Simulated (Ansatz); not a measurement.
Computed with Ansatz on PBE0-D4/def2-TZVP structures; ΔE is electronic, products minus reactants. CCSD(T)/CBS is frozen-core, at the limit of the def2 triple- and quadruple-zeta sets. Functionals use def2-TZVPP.

`N#CBF` + H₂ → `BC#N` + H–F  (hydrogenolysis of a B–F bond)

`N#CBF`:

Cartesian coordinates in Å:
```
N 1.505 0.738 1.258
C 0.685 0.317 0.568
B -0.445 -0.178 -0.361
F -0.458 -1.440 -0.706
H -1.287 0.563 -0.758
```

H₂:

Cartesian coordinates in Å:
```
H 0.180 0.126 -0.301
H -0.180 -0.126 0.301
```

`BC#N`:

Cartesian coordinates in Å:
```
B -0.605 0.055 0.052
C 0.905 -0.082 -0.078
N 2.050 -0.186 -0.176
H -1.300 -0.454 -0.767
H -1.049 0.667 0.969
```

H–F:

Z-matrix (Å, degrees):
```
F
H 1 0.920
```

```json
{"species": "`N#CBF`", "r2SCANh-D4 energy (Eh)": "-218.14762"}
{"species": "H₂", "r2SCANh-D4 energy (Eh)": "-1.17099"}
{"species": "`BC#N`", "r2SCANh-D4 energy (Eh)": "-118.83058"}
{"species": "H–F", "r2SCANh-D4 energy (Eh)": "-100.44149"}
```

Question: Work out ΔE.

Answer: ΔE = (-118.83058) + (-100.44149) − (-218.14762) − (-1.17099) = 0.04654 Eh = +122.2 kJ/mol. CCSD(T)/CBS gives +114.6 kJ/mol.

Question: What do rigid-rotor, harmonic-oscillator terms from PBE0-D4/def2-TZVP frequencies (298.15 K, 1 bar) make of the CCSD(T)/CBS value? (Estimate.)

Answer: Computed: ΔZPE = +10.3 kJ/mol, ΔH = +123.9 kJ/mol, ΔS = 14 J/(mol·K), ΔG = +119.7 kJ/mol.

Largest T1 diagnostic among the species: 0.015.

In def2-TZVPP, CCSD(T) changes the Hartree–Fock value by +5.9 kJ/mol (the triples alone add +2.9 kJ/mol) and MP2 by +7.8 kJ/mol. From PBE to PBE0 (25 % exact exchange), in def2-TZVPP and without D4, ΔE moves by −5.0 kJ/mol. At CCSD(T), def2-SVP lies +23.6 kJ/mol from the extrapolated value and def2-TZVPP +2.4 kJ/mol.
